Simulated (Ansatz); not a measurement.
CH8NPSi2, SMILES `[SiH3]CN1[SiH2]P1`, charge 0, multiplicity 1.

Task: Give a relaxed structure at PBE0-D4/def2-TZVP (the Gaussian-basis code of Ansatz). (An estimate is asked.)

Result: The calculation gave: 
```xyz
13

Si    0.4790    1.8763    0.5026
C     0.5528    0.4842   -0.7677
N     0.3316   -0.7839   -0.1193
Si   -0.8925   -1.6111    0.7337
P     0.4307   -2.3988   -0.8294
H     0.5581    3.1985   -0.1744
H    -0.8114    1.7860    1.2414
H     1.5933    1.7490    1.4763
H    -0.1758    0.6767   -1.5703
H     1.5425    0.4922   -1.2408
H    -2.3104   -1.3296    0.3973
H    -0.6929   -1.8368    2.1829
H    -0.6050   -2.3026   -1.8323
```
This is one stationary point; other conformers may exist.
